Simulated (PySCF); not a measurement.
SMILES [SeH][In]([SeH])[SeH] at its PBE0/def2-SVP optimised geometry (Å):

```
7

In    -0.0004     0.5488     0.0000
Se    -2.2286     1.7171     0.0024
H     -2.9467     0.4319     0.0005
Se     2.0781     1.9706    -0.0021
H      2.9467     0.7822    -0.0066
Se     0.0847    -1.9706     0.0000
H      1.5566    -1.9706     0.0000
```

Level of theory: PBE0/def2-TZVP, def2 effective core potentials past Kr in PySCF. The core electrons that the potentials of In replace are not part of the density. Cells within 0.4 Å of a nucleus heavier than hydrogen are left out (blank, or x).

Map of the electron localisation function on the plane z = 0.0 Å:

```
|0000000000000000000000000000000|
|0000000000000000000000000000000|
|0000000000000000000000000000000|
|0000000000000000000012321000000|
|0000013332100000000245665310000|
|0000246665310000002467887520000|
|0002467887531000014678888631000|
|0003678877652000025642377641000|
|001367731146420014642x526631000|
|00025742xx16632125626xx15531000|
|00024525xx16632224743xx16631000|
|00014641x5175134215721179873000|
|0003688622572377732655799997200|
|00169999755415xxx51344899998300|
|00289999843225xxx52223799998300|
|0028999982122367632110389997100|
|0017999950012122122100015751000|
|0002788500012444443100000000000|
|0000021000014677654332000000000|
|0000000000025631136899710000000|
|000000000014632xx17999971000000|
|000000000025625xx18999993000000|
|000000000036752x517999983000000|
|0000000000368852256899961000000|
|0000000000257887754466510000000|
|0000000000146787642111000000000|
|0000000000014566431000000000000|
|0000000000001233210000000000000|
|0000000000000000000000000000000|
|0000000000000000000000000000000|
|0000000000000000000000000000000|
```
Scale: ten equal steps from 0.000 (start of '0') to 1.000 (end of '9'), in the order '0123456789'; x runs from -5.00 to 5.00, y from -5.00 (bottom) to 5.00 (top).
